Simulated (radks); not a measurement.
Results of a calculation; reference values are marked as such.
The indium anion In- inside a hard spherical wall (all orbitals vanish at R), configuration held at [Kr] 4d10 5s2 5p2 and not refilled when levels cross. Code: a radial shooting solver on a logarithmic mesh with Libxc functionals. Model: scalar-relativistic Kohn-Sham, PBE, spin-polarised, spherical densities, finite nucleus; open shells are filled with parallel spins first (spin-orbit coupling, left out, can overturn this in heavy ions); Fermi nuclear charge, rms radius 4.6156 fm. Eigenvalues in eV for spin up, with the zero of energy where the potential of the charges vanishes at infinity; a dash marks a level that is unbound or too diffuse for the functional's potential to be trusted. A positive occupied level is held by the wall or, in an anion where self-interaction has pushed it up, behind a barrier. The pressure on the wall is -dE/dV.

| R (bohr) | E (hartree) | kinetic (hartree) | e(4p) | e(4d) | e(5s) | e(5p) | e(6s, empty) | e(5d, empty) | pressure (GPa) |
|---|---|---|---|---|---|---|---|---|---|
| 20 | -5881.52052 | 6130.023 | -73.186 | -13.708 | -3.820 | 1.235 | 1.717 | 2.330 | 0.00133 |
| 12 | -5881.51369 | 6130.040 | -72.460 | -12.983 | -3.187 | 1.777 | 3.230 | 4.435 | 0.0428 |
| 10 | -5881.50501 | 6130.065 | -71.939 | -12.465 | -2.773 | 2.189 | 4.458 | 5.648 | 0.160 |
| 8 | -5881.47912 | 6130.150 | -70.931 | -11.468 | -2.019 | 3.065 | 7.216 | 7.820 | 0.836 |
| 5 | -5881.18205 | 6131.174 | -65.955 | -6.646 | 2.049 | 8.591 | 24.882 | 18.543 | 28.2 |
| 3.5 | -5879.89423 | 6135.525 | -56.597 | 2.168 | 13.031 | 23.123 | 68.466 | 42.097 | 388 |
